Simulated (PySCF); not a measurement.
Compound: C₆H₇FN (doublet state).
Geometry (GFN2-xTB, Å), atoms numbered from 1 in this order:
```xyz
15
C6H7FN angstrom
N      1.6662    0.0322   -2.6470
C      1.3984    0.2681   -1.5614
C      1.0117    0.5596   -0.1915
C      0.7442   -0.7483    0.5820
C     -0.7341   -1.0430    0.3046
C     -1.4091    0.3334    0.2996
C     -0.3271    1.2159   -0.1962
F     -0.4268    2.5584   -0.1199
H      1.7957    1.1839    0.2539
H      1.3958   -1.5600    0.2603
H      0.9038   -0.5707    1.6467
H     -0.8349   -1.5039   -0.6789
H     -1.1638   -1.7139    1.0458
H     -1.7218    0.6331    1.3099
H     -2.3025    0.3633   -0.3297
```

The hyperfine couplings belong to this conformer and change with its torsions.

As a line formula: `N#C[C@@H]1CCC[C]1F` [radical].

Theory: PySCF, UKS B3LYP, pcH-1 on C F H N, non-relativistic, mean-field spin-orbit, GIAO. Geometry: GFN2-xTB, one conformer, isolated molecule. Couplings are sensitive to structure, and on GFN2-xTB geometries they can be far from those on DFT ones. No stability test was run, so a lower SCF solution isn't excluded.

Question: Match the computed a_iso(13C) values +166.6, +82.0, -24.8, -20.1, +9.0 MHz with the sites C2; C3; C4; C6; C7.

Answer: 
| site | a_iso (MHz) | ρ(0) (bohr⁻³) | position | distance from C7 (Å) | spin population | largest \|T\| (MHz) |
| --- | --- | --- | --- | --- | --- | --- |
| C2 | +82.0 | +0.0729 | 2 bonds from C7 | 2.40 | +0.02 | 6.4 |
| C3 | -24.8 | -0.0220 | 1 bond from C7 | 1.49 | -0.06 | 3.5 |
| C4 | +9.0 | +0.0080 | 2 bonds from C7 | 2.37 | +0.01 | 3.4 |
| C6 | -20.1 | -0.0179 | 1 bond from C7 | 1.48 | -0.07 | 3.2 |
| C7 | +166.6 | +0.1482 | largest spin population | 0.00 | +0.89 | 169.2 |

ρ(0) is the spin density at the nucleus and T the dipolar tensor. Largest spin populations (Mulliken): C7 (+0.89), C6 (-0.07), H14 (+0.06) and F8 (+0.06). C7 is the only atom above +0.15. The positive populations add up to 1.13 and the negative ones to -0.13, together 2S = 1. The angles at C7 add up to 354.7°, so it is nearly planar.
